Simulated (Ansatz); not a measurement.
Ansatz (a program for electronic structure) input:

Ansatz 0.2 input:
```yaml
crystal:
  periodic: [false, false, false]
  atoms:
    - {symbol: La, position_ang: [1.00962381, 0.08757299, -0.02854715]}
    - {symbol: I, position_ang: [-0.75828555, 1.91921352, -1.56982251]}
    - {symbol: I, position_ang: [-0.32753628, -2.01339579, 1.60052416]}
basis:
  gaussian:
    orbitals: def2-TZVP
hamiltonian:
  xc: b3lyp
  dispersion: d3bj
magnetization: {spin_polarized: true, initial_magnetization: 1}
phonons: {temperatures: {t_min: 298.15, t_max: 298.15, t_step: 100}}
```

Q: Which total energy does the run end on?

A: -627.33996 Eh (B3LYP-D3(BJ)/def2-TZVP). The basis has 140 functions.

The spin state was set by rule; other spins were not relaxed.
